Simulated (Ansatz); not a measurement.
Consider the substitution at a C–C bond: `CC` + `CO[Si]O` → `CO[Si]OC` + CH₄.

Calculated with Ansatz (gas phase, PBE0-D4/def2-TZVP geometries, no zero-point term in ΔE). CCSD(T)/CBS is the MP2 limit (def2-TZVPP, def2-QZVPP) plus CCSD(T) − MP2 in def2-TZVPP, frozen cores. This one scheme is used for every species. Functionals use def2-TZVPP. HSE06 is defined as in plane-wave codes. Each species was taken in one conformer, which may not be the lowest.

`CC`:

Z-matrix (Å, degrees):
```
C
C 1 1.519
H 1 1.093 2 111.4
H 1 1.093 2 111.4 3 120.0
H 1 1.093 2 111.4 3 -120.0
H 2 1.093 1 111.4 3 180.0
H 2 1.093 1 111.4 3 -60.0
H 2 1.093 1 111.4 3 60.0
```

`CO[Si]O`:

```xyz
8

C     1.039   -0.769   -0.207
O    -0.185   -0.139    0.101
Si   -0.490    1.469   -0.160
O    -2.035    1.548    0.395
H     1.466   -1.198    0.703
H     1.766   -0.069   -0.637
H     0.864   -1.574   -0.924
H    -2.425    0.733    0.729
```

`CO[Si]OC`:

Cartesian coordinates in Å:
```
C 0.005 1.515 0.742
O -0.765 0.568 1.443
Si -1.084 -1.043 1.413
O -0.394 -1.682 0.067
C 0.268 -1.253 -1.098
H -0.557 1.914 -0.107
H 0.241 2.342 1.416
H 0.943 1.088 0.376
H 0.115 -1.997 -1.882
H 1.342 -1.160 -0.917
H -0.114 -0.292 -1.453
```

CH₄:

```xyz
5

C     0.000    0.000    0.000
H    -0.197    0.849   -0.654
H     0.972   -0.428   -0.244
H    -0.774   -0.754   -0.140
H    -0.001    0.333    1.038
```

CCSD(T)/CBS gives +0.63 eV.

Q: Another level gave +0.58 eV. Which?
A. HF/def2-TZVPP
B. HSE06/def2-TZVPP
C. BLYP-D4/def2-TZVPP
D. BHLYP-D4/def2-TZVPP

A: A. HF/def2-TZVPP 0.58, HSE06 0.63, BHLYP-D4 0.53, BLYP-D4 0.45 eV.

Largest T1 diagnostic among the species: 0.014.

From BLYP to BHLYP (50 % exact exchange), in def2-TZVPP and without D4, ΔE moves by +0.05 eV. In def2-TZVPP, CCSD(T) changes the Hartree–Fock value by +0.04 eV (the triples alone add −0.01 eV) and MP2 by +0.07 eV.
